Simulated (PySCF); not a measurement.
## Electron correlation in Cd²⁰⁺ (cadmium, charge +20)

Starting occupation: [Ar] 3d10. Calculation: PySCF 2.14, in an uncontracted even-tempered set (19 s from 0.74 bohr⁻², ratio 2.6; 15 p from 0.96 bohr⁻², ratio 2.6; 10 d from 0.96 bohr⁻², ratio 2.6; 6 f from 0.99 bohr⁻², ratio 2.8); X2C-1e with screened-nucleus spin-orbit coupling, Gaussian nucleus. Frozen: [Ar]; 10 electrons correlated; the 100 highest virtual spinors left out.

MP2 pair energies summed by pair of shells (mhartree):

```json
{"pair": "3d3/2-3d5/2", "energy": "-186.88", "share (%)": "49.8"}
{"pair": "3d5/2-3d5/2", "energy": "-131.75", "share (%)": "35.1"}
{"pair": "3d3/2-3d3/2", "energy": "-56.72", "share (%)": "15.1"}
```

Total MP2 correlation energy: -375.35 mhartree.

The virtual space was cut to 70 spinors, which keep -369.31 of the -375.35 mhartree of MP2 correlation.

```json
{"level": "CCSD", "correlation energy (mhartree)": "-362.58"}
{"level": "(T)", "correlation energy (mhartree)": "-0.55"}
{"level": "CCSD(T)", "correlation energy (mhartree)": "-363.13"}
```

Diagnostics: T1 = 0.00014, largest double amplitude 0.009.

Cost of the coupled-cluster step: roughly 90 core-seconds, for 10 occupied and 70 virtual spinors.

Iterations:

```
Init t2, MP2 energy = -0.369305755319875
CCSD nocc = 10, nmo = 80
Init t2, MP2 energy = -0.369305755319875
Init E_corr(GCCSD) = -0.369305755319875
cycle = 1  E_corr(GCCSD) = -0.362311808492583  dE = 0.00699394683  norm(t1,t2) = 0.00201063
cycle = 2  E_corr(GCCSD) = -0.36258647799495  dE = -0.000274669502  norm(t1,t2) = 8.48475e-05
cycle = 3  E_corr(GCCSD) = -0.362582362928135  dE = 4.11506682e-06  norm(t1,t2) = 5.44036e-06
cycle = 4  E_corr(GCCSD) = -0.362582915918282  dE = -5.52990146e-07  norm(t1,t2) = 3.61158e-07
cycle = 5  E_corr(GCCSD) = -0.362582918040435  dE = -2.1221534e-09  norm(t1,t2) = 9.6661e-09
GCCSD converged
E(GCCSD) = -5425.255158136579  E_corr = -0.3625829180404352
```

At this charge the one-electron X2C treatment keeps the bare 1/r₁₂, with no two-electron picture change or Breit term. The effect here is smaller than on the frozen 1s shell.
